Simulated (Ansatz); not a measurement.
Basis-set series for C$_{2}$H$_{5}$NSeSi, SMILES `C[SiH]1N=C[Se]1`. Total charge 0; spin multiplicity 1. Geometry: relaxed with PBE0-D4/def2-TZVP.

| functional | basis | functions | energy (Eh) | HOMO (eV) | LUMO (eV) |
| --- | --- | --- | --- | --- | --- |
| PBE0-D4 | def2-TZVPP | 253 | -2824.54764 | -6.88 | -0.83 |
| PBE0-D4 | def2-QZVPP | 480 | -2824.61548 | -6.90 | -0.88 |
| ωB97M-V | def2-TZVPP | 253 | -2824.89326 | -8.98 | 1.30 |
| ωB97M-V | def2-QZVPP | 480 | -2824.95836 | -9.00 | 1.09 |

Question: Give the rows for def2-SVP. (Best estimate.)

Answer: Ansatz gave: 
```json
{"functional": "PBE0-D4", "basis": "def2-SVP", "functions": "117", "energy (Eh)": "-2823.99522", "HOMO (eV)": "-6.78", "LUMO (eV)": "-0.67"}
{"functional": "ωB97M-V", "basis": "def2-SVP", "functions": "117", "energy (Eh)": "-2824.33523", "HOMO (eV)": "-8.85", "LUMO (eV)": "1.58"}
```

Positive LUMOs are unbound and depend on the basis. Scalar relativity is left out up to krypton.
